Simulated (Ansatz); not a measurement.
Cartesian coordinates (Å):
```xyz
14

N      0.3855     1.3006    -0.8416
Si    -0.0051     0.2305     0.4868
Si    -1.7113    -1.1908    -0.2532
Si     2.0001    -0.9641     0.7412
O      2.5521    -1.1602    -0.8095
H      1.0769     2.0212    -0.6775
H     -0.3757     1.6914    -1.3802
H     -0.4667     0.9060     1.7420
H     -2.8558    -0.4129    -0.8066
H     -2.2070    -2.0132     0.8819
H     -1.2123    -2.0984    -1.3203
H      2.9970    -0.2211     1.5673
H      1.8281    -2.3038     1.3602
H      2.1479    -0.5457    -1.4348
```
Charge 0, spin multiplicity 1.

These are frozen-core CCSD(T)/cc-pVTZ // r2SCAN-D4/def2-TZVP in Ansatz (a program for electronic structure) values and carry that method's errors.

```yaml
HF energy: -1001.50683 Ha
MP2 correlation energy: -0.83486 Ha
```

Q: Estimate the CCSD correlation energy, the (T) correction, the total energy and the T1 diagnostic.

A: 
```json
{
  "CCSD correlation energy": "-0.89951 Ha",
  "(T) correction": "-0.03296 Ha",
  "CCSD(T) total energy": "-1002.43929 Ha",
  "T1 diagnostic": "0.012"
}
```
